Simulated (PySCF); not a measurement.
Energy of Tc²⁺ (technetium, charge +2) between two integer charges

The 4d alpha orbital of [Kr] 4d5 is emptied in steps (occupation f), with all orbitals relaxed, ending at [Kr] 4d4. Calculation: PySCF 2.14, in def2-TZVPPD with the def2 core potential (28 electrons) (6s4p3d2f1g, 56 functions); a scalar-relativistic core potential. The exact energy is a straight line in f; departures are measured from the line between the end points of the same method.

```tsv
f	BHandHLYP (eV)	wB97X (eV)	MN15 (eV)
1	0.000	0.000	0.000
0.8	-0.417	-0.293	-0.595
0.6	-0.627	-0.441	-0.896
0.4	-0.630	-0.441	-0.898
0.2	-0.421	-0.293	-0.599
0	0.000	0.000	0.000
```

| method | E(f=0) − E(f=1) (eV) | −ε at f=1 (eV) | −ε at f=0.4 (eV) |
| --- | --- | --- | --- |
| BHandHLYP | 29.558 | 26.966 | 30.072 |
| wB97X | 29.440 | 27.615 | 29.812 |
| MN15 | 29.664 | 25.961 | 30.403 |

Orbital energy along the path (eV):

```csv
f,BHandHLYP,wB97X,MN15
1,-26.966,-27.615,-25.961
0.8,-27.987,-28.334,-27.421
0.6,-29.023,-29.070,-28.904
0.4,-30.072,-29.812,-30.403
0.2,-31.131,-30.546,-31.909
0,-32.199,-31.256,-33.411
```

Reference removal energy between the ground levels: 29.55 eV (semi-empirical (NIST evaluation); NIST Atomic Spectra Database, ionization energies). The calculation has no spin-orbit coupling. The determinant left behind need not be the lowest term of the ion.
